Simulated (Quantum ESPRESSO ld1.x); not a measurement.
Species: Rb XXVIII. Configuration: [Ne] (the NIST ground configuration). All-electron calculation, scalar-relativistic Kohn-Sham, LDA (Slater exchange, Perdew-Zunger correlation), spin-polarised, spherical densities, point nucleus. Program: ld1.x of Quantum ESPRESSO 7.5.

Radial electron density D(r) = 4 pi r^2 rho(r):

```
   r/bohr * D(r) (the largest magnitude, 49.8, reaches the edge; | marks zero)
 0.001809 | *
 0.001991 | *
 0.002192 | *
 0.002413 |  *
 0.002656 |  *
 0.002947 |   *
 0.003244 |    *
 0.003571 |     *
 0.003931 |      *
 0.004327 |       *
 0.004763 |        *
 0.005243 |         *
 0.005771 |           *
 0.006352 |             *
 0.006992 |               *
 0.007697 |                 *
 0.008473 |                   *
 0.009326 |                      *
  0.01027 |                         *
   0.0113 |                            *
  0.01244 |                               *
   0.0138 |                                  *
  0.01519 |                                     *
  0.01672 |                                        *
  0.01841 |                                           *
  0.02026 |                                             *
  0.02231 |                                               *
  0.02455 |                                                *
  0.02703 |                                                 *
  0.02975 |                                                 *
  0.03275 |                                                *
  0.03605 |                                               *
  0.03968 |                                             *
  0.04368 |                                           *
  0.04808 |                                         *
  0.05292 |                                        *
  0.05826 |                                       *
  0.06464 |                                       *
  0.07115 |                                        *
  0.07832 |                                          *
  0.08621 |                                             *
   0.0949 |                                                *
   0.1045 |                                                   *
    0.115 |                                                     *
   0.1266 |                                                      *
   0.1393 |                                                     *
   0.1534 |                                                  *
   0.1688 |                                             *
   0.1858 |                                      *
   0.2046 |                               *
   0.2252 |                       *
   0.2479 |                *
   0.2728 |          *
   0.3027 |      *
   0.3332 |   *
   0.3668 | *
   0.4038 |*
   0.4444 *
   0.4892 *
   0.5385 *
   0.5928 *
```

D(r) has 2 maxima, at r = 0.0281, 0.126 bohr, and minima at 0.0611 bohr, inside which lie 2.11 electrons.
